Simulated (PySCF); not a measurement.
Worked example: chemical shift, span and skew from a shielding tensor

AlFH₄Si, SMILES [F][AlH][SiH3]. Atoms are numbered in the order given.

```xyz
7

Al     0.1336    -0.6934    -0.6264
F     -1.4175    -0.7468    -1.2139
H      1.1494    -1.7141    -1.2674
Si     0.5650     0.9626     1.1291
H      0.3087     2.3378     0.6286
H      1.9726     0.9014     1.5993
H     -0.3206     0.7341     2.2997
```

Coordinates come from a B3LYP-D3(BJ)/def2-TZVP optimisation.

GIAO shieldings from HF/pcSseg-2 in PySCF, non-relativistic, no solvent. The symmetric part of the tensor of Si4 has the principal values 488.5, 499.7, 518.9 ppm. The same nucleus in TMS has σ = 383.2 ppm at this level (PySCF, at its B3LYP-D3(BJ)/def2-TZVP geometry).

### Question
Work out the isotropic shielding, the ²⁹Si shift against TMS, the span and the skew.

### Answer

σ(iso) = (σ11 + σ22 + σ33)/3 = 502.4 ppm. δ = σ(ref) − σ(iso) = 383.2 − (502.4) = -119.2 ppm.
Span Ω = σ33 − σ11 = 30.4 ppm. Skew κ = 3(σ(iso) − σ22)/Ω = 0.26. Tumbling in solution averages the tensor to δ; in a static solid the shielding alone would spread this spin-1/2 line over Ω.
